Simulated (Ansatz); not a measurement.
Reaction (ligand exchange at the Al–Br bond): `[Br][Al]1[NH][SiH2]1` + H–F → `[F][Al]1[NH][SiH2]1` + HBr

Calculated with Ansatz (gas phase, PBE0-D4/def2-TZVP geometries, no zero-point term in ΔE). CBS: MP2 limit from def2 TZ/QZ plus the TZ coupled-cluster correction, frozen cores. This one scheme is used for every species. Functionals use def2-TZVPP. For Br outer-core shells are correlated without core-valence functions, which leaves a few kJ/mol of doubt a bond. Scalar relativity is left out up to krypton.

| level | ΔE (eV) |
| --- | --- |
| PBE0-D4 | -0.07 |
| ωB97X-V | -0.18 |
| revPBE | -0.14 |
| BHLYP | -0.21 |
| RPA@PBE/def2-TZVPP | -0.19 |
| HF/def2-SVP | -0.19 |
| MP2/def2-QZVPP | -0.10 |
| MP2/CBS(def2) | -0.08 |

**Question.** What does CCSD(T)/CBS give? (Best estimate.)

**Answer.** Ansatz gave: -0.12 eV. The listed levels differ from it by 0.05, -0.06, -0.02, -0.09, -0.07, -0.07, 0.02, 0.04 eV.

Largest T1 diagnostic among the species: 0.014.

At CCSD(T), def2-SVP lies −0.12 eV from the extrapolated value and def2-TZVPP −0.03 eV. From r2SCAN to r2SCAN0 (25 % exact exchange), in def2-TZVPP and without D4, ΔE moves by +0.05 eV.
